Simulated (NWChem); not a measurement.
## Total energies of ClSi (+1)

```
Si
Cl 1 1.9939
```
Charge +1, spin multiplicity 1.

Everything below was run with NWChem. All single points use one geometry, from PBE/def2-SVP, a minimum by its harmonic frequencies.

Basis set: STO-3G (18 functions).

```
method     total energy (Ha)
---------  -----------------
RHF               -739.98813
MP2               -740.03129
B2PLYP            -740.80290
PBE               -740.72252
B3LYP             -741.07954
BHandHLYP         -741.11078
CCSD(T)           -740.04886
```

Total energies of different functionals aren't comparable as a measure of quality: only differences taken within one method are. 

The correlated methods keep 10 core orbitals frozen. B3LYP has NWChem's definition, with VWN1-RPA local correlation. The structure started from a generated list of species. No row is a measurement; the coupled-cluster row has its own basis-set and correlation limits.
